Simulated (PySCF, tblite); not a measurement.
Isomers of C6H16P2. Calculated harmonic vibrations of the isolated species, GFN2-xTB (tblite), most abundant isotopes, no scaling. Errors from tens to a few hundred cm⁻¹ against measured bands are possible. Modes of hydrogen on phosphorus can be 10 to 20 % off. One conformer each.

Electronic energies: PBE0/pcSseg-1 single points on the GFN2-xTB geometries (PySCF, gas phase).

```json
{"SMILES": "CC(C)P(C)P(C)C", "electronic energy, lowest = 0 (kJ/mol)": "4.3"}
{"SMILES": "CCCP(C)P(C)C", "electronic energy, lowest = 0 (kJ/mol)": "0.0"}
{"SMILES": "CCCP(C)CCP", "electronic energy, lowest = 0 (kJ/mol)": "87.7"}
{"SMILES": "CC(C)P(C)CCP", "electronic energy, lowest = 0 (kJ/mol)": "98.9"}
{"SMILES": "CP(C)CCP(C)C", "electronic energy, lowest = 0 (kJ/mol)": "19.2"}
{"SMILES": "CC(C)P(P)C(C)C", "electronic energy, lowest = 0 (kJ/mol)": "41.4"}
{"SMILES": "CC(C)CP(C)CP", "electronic energy, lowest = 0 (kJ/mol)": "53.3"}
{"SMILES": "CP(CP)C(C)(C)C", "electronic energy, lowest = 0 (kJ/mol)": "62.1"}
```

Task: How do GFN2-xTB zero-point energies change the relative energies?

Result: 
| SMILES | ZPE (kJ/mol) | of it from modes above 1550 cm⁻¹ | electronic (kJ/mol) | with ZPE, lowest = 0 (kJ/mol) | lowest mode (cm⁻¹) | rings |
| --- | --- | --- | --- | --- | --- | --- |
| CCCP(C)P(C)C | 539.1 | 286.8 | 0.0 | 0.0 | 26 | 0 |
| CC(C)P(C)P(C)C | 539.3 | 287.2 | 4.3 | 4.5 | 47 | 0 |
| CP(C)CCP(C)C | 533.5 | 285.9 | 19.2 | 13.5 | 27 | 0 |
| CC(C)P(P)C(C)C | 536.0 | 278.3 | 41.4 | 38.3 | 23 | 0 |
| CC(C)CP(C)CP | 531.6 | 277.3 | 53.3 | 45.8 | 18 | 0 |
| CP(CP)C(C)(C)C | 530.8 | 278.8 | 62.1 | 53.7 | 51 | 0 |
| CCCP(C)CCP | 532.9 | 276.3 | 87.7 | 81.5 | 40 | 0 |
| CC(C)P(C)CCP | 532.7 | 276.8 | 98.9 | 92.4 | 45 | 0 |

The zero-point energies span 8.5 kJ/mol, from `CP(CP)C(C)(C)C` to `CC(C)P(C)P(C)C`. The order is unchanged.

Task: And how do the electronic energies of GFN2-xTB itself compare?

Result: `CCCP(C)P(C)C` 9.2; `CC(C)P(C)P(C)C` 11.1; `CP(C)CCP(C)C` 56.6; `CC(C)P(P)C(C)C` 0.0; `CC(C)CP(C)CP` 51.6; `CP(CP)C(C)(C)C` 60.3; `CCCP(C)CCP` 54.3; `CC(C)P(C)CCP` 48.4 kJ/mol, lowest = 0. Against the energies above, taken from the same isomer `CCCP(C)P(C)C`, the largest difference is 59.7 kJ/mol.

Task: What do entropy and thermal enthalpy add at 298.15 K and 1 bar (rigid rotor, harmonic oscillator, one conformer each)?

Result: 
| SMILES | point group | symmetry number | S (J/(mol K)) | H − H(0) (kJ/mol) | ZPE + H − H(0) − TS (kJ/mol) |
| --- | --- | --- | --- | --- | --- |
| CCCP(C)P(C)C | C1 | 1 | 484.5 | 37.64 | 432.3 |
| CC(C)P(C)P(C)C | C1 | 1 | 465.0 | 36.95 | 437.6 |
| CP(C)CCP(C)C | Ci | 1 | 477.8 | 37.06 | 428.1 |
| CP(CP)C(C)(C)C | C1 | 1 | 455.2 | 35.70 | 430.8 |
| CCCP(C)CCP | C1 | 1 | 460.6 | 34.75 | 430.3 |
| CC(C)P(C)CCP | C1 | 1 | 445.7 | 34.26 | 434.0 |

Not tabulated: `CC(C)P(P)C(C)C` (lowest mode only 23 cm⁻¹); `CC(C)CP(C)CP` (lowest mode only 18 cm⁻¹).
